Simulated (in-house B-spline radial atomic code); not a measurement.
Configurations of the barium ion Ba²⁺, with energies counted from [Kr] 4d10 5s2 5p6. Level of theory: scalar-relativistic (X2C) B3LYP, spin-polarised, spherical fractional occupations, exact exchange averaged over the configuration, Fermi nucleus of rms radius 4.8378 fm; calculated with a B-spline radial code for spherical atoms. Shells without spins written out take the highest spin.

Occupations are held fixed; configurations that lie above the ionisation limit could autoionise.

```
                     configuration  E - E(ref) (eV)  highest orbital  its <r> (bohr)
             [Kr] 4d10 5s1 5p6 5d1           33.894            5d up           2.664
             [Kr] 4d10 5s1 5p6 5f1           44.863            5f up           5.858
              [Kr] 4d9 4f1 5s2 5p6           92.421            4f up           1.284
              [Kr] 4d9 5s2 5p6 6s1           94.889            6s up           3.713
[Ar] 3d10 4s2 4p5 4d10 5s2 5p6 6d1           197.72            6d up           6.001
[Ar] 3d10 4s2 4p5 4d10 5s2 5p6 5f1           198.92            5f up           5.666
```

Q: Order these further configurations by energy, lowest first.
A. [Ar] 3d10 4s2 4p5 4d10 5s2 5p6 5d1
B. [Ar] 3d10 4s2 4p5 4d10 5s2 5p6 6f1
C. [Kr] 4d9 5s2 5p6 5f1
D. [Kr] 4d10 5s2 5p5 6f1
E. [Kr] 4d10 5s2 5p5 5f1

A: E (28.564 eV), D (31.11 eV), C (104.45 eV), A (187.81 eV), B (201.56 eV).

Q: How far above the reference does [Kr] 4d10 4f1 5s2 5p5 lie?

A: 20.965 eV; its least bound orbital is 4f up with <r> = 1.642 bohr.
